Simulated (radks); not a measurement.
Question: The potassium anion K-, [Ar] 4s2, held by a Watson sphere: a shell of charge +1.19 at radius R that stands for the Madelung well of a crystal (potential energy -1.19/R inside, -1.19/r outside, in hartree with lengths in bohr). Calculated with a radial shooting solver on a logarithmic mesh with Libxc functionals: non-relativistic Kohn-Sham, LDA (Slater exchange, Perdew-Wang correlation), spin-unpolarised, spherical densities, point nucleus. Response by self-consistent Sternheimer equations with the Hartree and adiabatic LDA kernel. The sphere does not respond.

| R (bohr) | e(3s) (eV) | e(3p) (eV) | e(4s) (eV) | <r> 4s (bohr) | sum of <r^2> (bohr^2) | X-ray form factor at sin(theta)/lambda = 0.3 1/angstrom | alpha (bohr^3) |
|---|---|---|---|---|---|---|---|
| 2.21 | -40.100 | -24.111 | -4.846 | 3.988 | 56.04 | 10.989 | 139.0 |
| 2.42 | -39.256 | -23.300 | -4.820 | 4.017 | 56.73 | 10.980 | 141.8 |
| 3.27 | -36.961 | -21.027 | -4.595 | 4.231 | 60.84 | 10.976 | 167.8 |
| 4.19 | -35.729 | -19.775 | -4.218 | 4.550 | 67.02 | 10.978 | 218.4 |
| 5.22 | -35.028 | -19.056 | -3.772 | 4.912 | 74.79 | 10.975 | 295.0 |

Estimate the row for R = 2.4 bohr.

Answer: e(3s) (eV) -39.331; e(3p) (eV) -23.372; e(4s) (eV) -4.823; <r> 4s (bohr) 4.013; sum of <r^2> (bohr^2) 56.66; X-ray form factor at sin(theta)/lambda = 0.3 1/angstrom 10.981; alpha (bohr^3) 141.4.
